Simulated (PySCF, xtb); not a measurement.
Ti(F)(SH)3 (FH₃S₃Ti), SMILES [F][Ti]([SH])([SH])[SH], multiplicity 1.

GFN2-xTB in xtb at its own geometry gives an orbital gap of 1.75 eV and a dipole moment of 1.54 D.

Coordinates come from a PBE0-D3(BJ)/def2-SVP optimisation. The multiplicity is an assumed one; no other spin state was optimised. The structure was generated by enumeration; whether it is a known compound was not checked. The values are those of a single conformer.

**Question.** What does B3LYP/def2-TZVP (PySCF) give? (The exact figures need the calculation; the answer reports its results.)

**Answer.** gap 4.41 eV (levels -7.59 and -3.18 eV), dipole 0.76 D.
